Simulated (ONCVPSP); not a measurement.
## Before and after: ONCV potential for F (Z = 9)

| Property | Result |
| --- | --- |
| Element | F |
| Generator | ONCVPSP 4.0.1 |
| Type | optimised norm-conserving Vanderbilt (ONCV) |
| Functional | PBE |
| Relativity | scalar-relativistic |
| Frozen core | [He] |
| Valence charge | 7 |
| Reference configuration | 2s1 2p6 |
| Partial waves | 2s: rc 0.75 bohr, ncon 5, nbas 9, qcut 7.6 1/bohr, local; 2p: rc 1.35 bohr, ncon 4, nbas 8, qcut 12 1/bohr, 1 projector |
| Local potential | the s channel |
| Core correction | Teter function, fcfact 2, rcfact 1.35 |

Change: all radii but the core radius scaled by about 1.20 (s 0.90, p 1.62 bohr).

Cutoffs: the cutoffs (Ha) at which the residual kinetic energy of the hardest occupied pseudo-wave falls to 1 and 0.1 mHa per electron; they do not see the model core or the augmentation charge, which bear on the density cutoff. Errors are all-electron minus pseudo energies relative to the spin-unpolarised reference configuration.

Q: How do hardness, ghosts and transferability respond?

A: The potential gets softer (298 Ha and 385 Ha → 188 Ha and 268 Ha); of the 4 tests that both files solve, the error grows in 3 and shrinks in 1 by more than 15 % and 0.3 meV (median size 49.6 → 76.7 meV); neither file shows a bound ghost. A larger radius leaves more room for a smooth pseudo-wave, so fewer plane waves are needed.

| quantity | base | changed |
| --- | --- | --- |
| cutoff, loose | 298 Ha | 188 Ha |
| cutoff, tight | 385 Ha | 268 Ha |
| loose cutoff by channel | s 298 Ha, p 43 Ha | s 188 Ha, p 36 Ha |
| bound ghosts | none | none |
| GHOST(+) flags under 300 eV | none | none |
| error for 2s2 2p5, meV [ΔE -18.81 eV] | +18 | +14 |
| error for 2s2 2p4, meV [ΔE 0.58 eV] | +81 | +139 |
| error for 2s2 2p3, meV [ΔE 38.96 eV] | +283 | +531 |
| error for 2s1 2p5, meV [ΔE 19.68 eV] | +1.1 | +8.9 |
| rms error of d²Exc/dni dnj with the model core, mHa | 1.77 | 2.00 |
